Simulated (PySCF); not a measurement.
A structure optimised at PBE-D3(BJ)/def2-SVP, used in a PySCF frequency run:

```
B
O 1 1.3547
C 2 1.4182 1 122.11
H 3 1.1094 2 109.20 1 -120.93
H 3 1.1094 4 108.20 2 118.75
H 3 1.1112 4 109.08 5 118.54
N 1 1.4279 2 117.92 3 180.00
C 7 1.2085 1 164.17 2 180.00
O 8 1.1820 1 173.72 2 180.00
H 1 1.2207 2 121.40 3 0.00
```
Charge 0, spin multiplicity 1.

Task: Write its SMILES, formula and point group.

Result: COBN=C=O, C2H4BNO2, Cs

Task: What are its rotational constants (standard atomic weights)?

Result: 42.033, 1.2756, 1.2480 GHz
